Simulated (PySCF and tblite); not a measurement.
The numbers below are computed, except where a source is named.
C7H9GeNO2, numbered as in [CH3:1][C:2](=[O:3])[c:4]1[cH:5][cH:6][cH:7][n+:8]([O-:9])[c:10]1[GeH3:11].

Level: PBE0-D3(BJ)/6-31G*//GFN2-xTB, thermal terms from GFN2-xTB, symmetry numbers and mirror pairs counted. Conformers within 2.5 kcal/mol (GFN2-xTB free energy) were kept, 3 at most. (PySCF 2.14, tblite 0.8.)

Rotational constants are equilibrium values for the commonest isotopes; dipoles come from the energy level named.

Torsions listed: O3–C2–C4–C5. Of a mirror pair one member is shown.

| conformer | shape | symmetry | weight % |
| --- | --- | --- | --- |
| 1 | 157° | C1 (pair) | 87.8 |
| 2 | 68° | C1 (pair) | 12.2 |

Sets of constants, in random order:

```tsv
set	A (MHz)	B (MHz)	C (MHz)	abs μa (D)	abs μb (D)	abs μc (D)
P	987	864	471	5.55	0.01	0.92
Q	958	826	484	2.42	1.20	2.07
```

Q: Match each set to its conformer.

A: P is conformer 1, Q is conformer 2.


Conformer gaps in 6-31G* on xTB geometries can be 2 kcal/mol off for S=O, P=O and other polar bonds.